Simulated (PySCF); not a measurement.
Two species compared at the same levels of theory.

First species: C4H9Cl.
Numbering: `[CH3:1][C:2]([CH3:3])([CH3:4])[Cl:5]` (hydrogens: H6, H7, H8 on C1; H9, H10, H11 on C3; H12, H13, H14 on C4)

Second species: C5H6S2.
Structure used (GFN2-xTB), in Å, numbered top down from 1:
```xyz
13
C5H6S2 angstrom
C      2.4607   -0.1035   -0.0015
S      1.2331    1.1591   -0.4359
C     -0.2787    0.3237   -0.1123
C     -1.5206    0.9787   -0.3398
C     -2.5802    0.1947   -0.0366
S     -2.0999   -1.3561    0.5315
C     -0.4355   -0.9428    0.3574
H      2.3279   -0.9756   -0.6346
H      2.3639   -0.3634    1.0483
H      3.4314    0.3456   -0.1855
H     -1.5885    1.9838   -0.7130
H     -3.6235    0.4272   -0.1111
H      0.3054   -1.6709    0.6155
```

Levels: PBE0/pcSseg-1 for dipole moment, HOMO energy, LUMO energy and HOMO–LUMO gap; GFN2-xTB for rotational constant A and rotational constant C. Geometries: GFN2-xTB. Each structure is a single optimised conformer of the isolated species, non-relativistic unless stated; the electronic structure was computed with PySCF and density fitting.

Dipoles, sizes and rotational constants follow the conformer. The torsions of the flexible species, by atom-mapped SMILES:
- `[CH3:1][S:2][c:3]1[cH:4][cH:5][s:6][cH:7]1`: C1–S2–C3–C4 -179°

Which has the higher rotational constant C?

The first: 3.047 GHz against 0.930 GHz, a difference of 2.117 GHz.

Which of the two has the higher dipole moment, and by how much?

The first: 2.27 D against 1.02 D, a difference of 1.25 D.

Which has the higher rotational constant A?

The second: 4.675 GHz against 4.558 GHz, a difference of 0.117 GHz.

Which has the higher HOMO energy?

The second: -6.04 eV against -8.24 eV, a difference of 2.20 eV.

Which has the higher LUMO energy?

The first: 0.92 eV against -0.41 eV, a difference of 1.33 eV.

Which has the higher HOMO–LUMO gap?

The first: 9.16 eV against 5.63 eV, a difference of 3.53 eV.

On the first: A dipole of 2.27 D is allowed in C3v, and pure rotational transitions are dipole-allowed. The dipole equals about 7.6 × 10⁻³⁰ C·m (1 D = 3.33564 × 10⁻³⁰ C·m).

On the second: The dipole matches unit charges of opposite sign 0.21 Å apart (1 e·Å = 4.8032 D).
